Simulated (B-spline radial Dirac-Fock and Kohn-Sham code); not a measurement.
## Auger parameter of hafnium: the L3 level and its strongest L3-MM line

Calculated with a B-spline atomic structure program, using relaxed Dirac-Fock hole states (ΔSCF) with Breit and QED corrections and a finite nucleus. The modified Auger parameter α′ is the binding energy plus the kinetic energy of the Auger electron; it does not depend on the energy zero. For free ions it tends to fall with charge, since less charge screens the final holes.

```csv
species,configuration,binding 2p3/2 (eV),Auger line,kinetic (eV),α′ (eV)
Hf,[Xe] 4f14 5d2 6s2,9566.8,M4M5 J=4,6106.0,15672.8
Hf,[Xe] 4f14 5d2 6s1 6p1,9568.2,M4M5 J=4,6104.7,15672.9
Hf,[Xe] 4f14 5d3 6s1,9564.3,M4M5 J=4,6109.4,15673.8
Hf⁺,[Xe] 4f14 5d1 6s2,9577.7,M4M5 J=4,6093.1,15670.8
Hf⁺,[Xe] 4f14 5d2 6s1,9574.5,M4M5 J=4,6096.9,15671.4
Hf⁺,[Xe] 4f14 5d3,9571.7,M4M5 J=4,6100.5,15672.2
Hf⁺ (Watson 1.6 Å),[Xe] 4f14 5d1 6s2,9570.0,M4M5 J=4,6101.4,15671.4
Hf²⁺,[Xe] 4f14 5d2,9583.3,M4M5 J=4,6086.9,15670.2
Hf²⁺ (Watson 2 Å),[Xe] 4f14 5d2,9569.1,M4M5 J=4,6101.2,15670.3
Hf²⁺ (Watson 3 Å),[Xe] 4f14 5d2,9573.7,M4M5 J=4,6096.5,15670.2
Hf³⁺,[Xe] 4f14 5d1,9596.7,M4M5 J=4,6071.9,15668.7
Hf³⁺ (Watson 1.8 Å),[Xe] 4f14 5d1,9572.9,M4M5 J=4,6095.9,15668.8
Hf⁴⁺,[Xe] 4f14,9611.6,M4M5 J=4,6055.9,15667.5
Hf⁴⁺ (Watson 1.8 Å),[Xe] 4f14,9579.6,M4M5 J=4,6087.9,15667.5
Hf⁴⁺ (Watson 2.7 Å),[Xe] 4f14,9590.3,M4M5 J=4,6077.2,15667.5
Hf⁵⁺,[Xe] 4f13,9638.9,M4M5 J=4,6023.9,15662.8
Hf⁶⁺,[Kr] 4d10 4f13 5s2 5p5,9659.6,M4M5 J=4,6002.9,15662.5
Hf⁷⁺,[Kr] 4d10 4f13 5s2 5p4,9681.1,M4M5 J=4,5981.2,15662.3
```
